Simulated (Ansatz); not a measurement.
ZrSi2O5H6⁺, that is (OH)2Zr(OSiH2)2O with one electron fewer. Total charge 1; doublet. Geometry B3LYP-D4/def2-SVP, that of the neutral singlet; atoms count from 1.

```xyz
14

Zr    1.386   -0.487    0.125
O     2.147   -1.138    1.777
O     2.608   -0.529   -1.370
O    -0.301   -1.413   -0.305
Si   -1.889   -0.945   -0.467
O    -1.976    0.694   -0.175
Si   -0.938    1.936    0.225
O     0.596    1.305    0.351
H     2.566   -1.469    2.573
H     3.242   -0.564   -2.088
H    -2.361   -1.210   -1.852
H    -2.735   -1.654    0.529
H    -0.981    2.962   -0.850
H    -1.362    2.513    1.529
```

In the def2 sets Zr takes a core potential; there is no spin–orbit coupling.

Q: Estimate the Mulliken populations from the PBE0/def2-TZVP orbitals of Ansatz.

A: 
```json
{"atom": "Zr1", "charge (e)": "1.83", "spin (α − β)": "-0.04", "d electrons": "1.72"}
{"atom": "O2", "charge (e)": "-0.72", "spin (α − β)": "0.07", "d electrons": "–"}
{"atom": "O3", "charge (e)": "-0.72", "spin (α − β)": "0.07", "d electrons": "–"}
{"atom": "O4", "charge (e)": "-0.58", "spin (α − β)": "0.10", "d electrons": "–"}
{"atom": "Si5", "charge (e)": "0.48", "spin (α − β)": "0.00", "d electrons": "–"}
{"atom": "O6", "charge (e)": "-0.30", "spin (α − β)": "0.19", "d electrons": "–"}
{"atom": "Si7", "charge (e)": "0.48", "spin (α − β)": "0.00", "d electrons": "–"}
{"atom": "O8", "charge (e)": "-0.58", "spin (α − β)": "0.10", "d electrons": "–"}
{"atom": "H9", "charge (e)": "0.37", "spin (α − β)": "0.00", "d electrons": "–"}
{"atom": "H10", "charge (e)": "0.37", "spin (α − β)": "0.00", "d electrons": "–"}
{"atom": "H11", "charge (e)": "0.09", "spin (α − β)": "0.13", "d electrons": "–"}
{"atom": "H12", "charge (e)": "0.09", "spin (α − β)": "0.13", "d electrons": "–"}
{"atom": "H13", "charge (e)": "0.09", "spin (α − β)": "0.13", "d electrons": "–"}
{"atom": "H14", "charge (e)": "0.09", "spin (α − β)": "0.13", "d electrons": "–"}
```
Mulliken values and Mayer orders depend strongly on the basis.

Q: Where does the spin sit?

A: Summed by element: Zr -0.04, O 0.53, Si 0.01, H 0.50, of 1 unpaired in all. Largest on single atoms: O6 0.19, H12 0.13, H13 0.13.

Q: And the Mayer bond orders between bonded heavy atoms (over 0.3)?

A: Zr1–O2 0.95 (1.93 Å); Zr1–O3 0.95 (1.93 Å); Zr1–O4 0.76 (1.97 Å); Zr1–O8 0.76 (1.97 Å); O4–Si5 1.23 (1.66 Å); Si5–O6 1.12 (1.67 Å); O6–Si7 1.12 (1.67 Å); Si7–O8 1.23 (1.66 Å).
